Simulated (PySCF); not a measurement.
Delta-SCF ions had no search for a lower state. Excitations are Tamm–Dancoff values on a coarser integration grid. The basis has no diffuse functions, so Rydberg states are missing or too high.

Cartesian coordinates (Å):
```xyz
10

C      1.7814     0.1740     0.5124
C      0.6990     0.0544    -0.2692
C     -0.6910    -0.0575     0.1413
C     -1.7125    -0.1741    -0.7221
I     -1.1260    -0.0350     2.2195
H      1.6990     0.1987     1.6004
H      2.7777     0.2502     0.0775
H      0.8264     0.0338    -1.3584
H     -1.5037    -0.1872    -1.7955
H     -2.7502    -0.2573    -0.4059
```
Charge 0, spin multiplicity 1.

Give the HOMO, dipole moment, S1–T1 gap (TDA), vertical ionisation energy (Delta-SCF) and T1 excitation (TDA) at the level PySCF 2.14.0 with PBE-D3(BJ)/def2-TZVP.


```yaml
HOMO: -5.92 eV
dipole_moment: 0.288 e·Å
S1–T1 gap (TDA): 1.07 eV
vertical ionisation energy (Delta-SCF): 8.58 eV
T1 excitation (TDA): 3.01 eV
```
